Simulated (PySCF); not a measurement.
Gas-phase reaction: 2 InHCl2 + C3H4 (propyne) ⇌ InCl + C3H6 (propylene) + InCl3, at 800 K and a standard pressure of 1 bar. Level: PBE/def2-TZVP†.

Method: PySCF energies plus ideal-gas RRHO corrections (1 bar). † marks an energy on the PBE0/def2-TZVP geometry and frequencies. All species are closed-shell singlets. In: scalar-relativistic def2 core potential, no spin-orbit coupling. InHCl2: computed as isolated molecules; such fragments, hydroxides, amides, oligomers or adducts are transient or little studied in the gas. The harmonic model lacks anharmonicity and excited electronic states, which grow with temperature; levels with a mode under 35 cm⁻¹ are left out. Internal rotation in C3H6 (propylene) is treated as a harmonic vibration of one conformer, which makes the entropy rough. Soft modes under 120 cm⁻¹ make the harmonic entropy rough for InHCl2, InCl3.

```
species                E (Ha)  H(800 K) − E (kJ/mol)  S°(800 K) (J/mol/K)
----------------  -----------  ---------------------  -------------------
InHCl2            -1110.88123                   73.2                384.5
C3H4 (propyne)     -116.53413                  201.5                326.3
InCl               -650.24825                   30.1                284.6
C3H6 (propylene)   -117.77659                  272.4                357.3
InCl3             -1570.36984                   67.3                420.0
```
E: electronic energy; H − E holds the zero-point and thermal terms. 1 Ha = 2625.5 kJ/mol.

**Question.** Work out ΔH°, ΔS°, ΔG° and log10 K from these numbers.

**Answer.** 1. ΔE = 1×(-650.24825) + 1×(-117.77659) + 1×(-1570.36984) − 2×(-1110.88123) − 1×(-116.53413) = -0.09809 Ha = -257.5 kJ.
2. Δ(H − E) = 1×(30.1) + 1×(272.4) + 1×(67.3) − 2×(73.2) − 1×(201.5) = 21.9 kJ, so ΔH° = -235.6 kJ.
3. ΔS° = 1×(284.6) + 1×(357.3) + 1×(420.0) − 2×(384.5) − 1×(326.3) = -33.4 J/K; the number of gas molecules stays the same.
4. ΔG° = ΔH° − TΔS° = -235.6 − 800×(-33.4)/1000 = -208.9 kJ.
5. log10 K = −ΔG°/(RT ln 10) = 13.64, with RT ln 10 = 15.32 kJ/mol; at standard pressures the products are favoured.
6. A shift of 10 kJ in ΔE would move log10 K by 0.65 here.
For scale, ΔH°(298 K) is -229 kJ at this level, -208 kJ at ωB97M-V/def2-TZVP†, and runs from -256 to -203 kJ over the 18 levels computed.
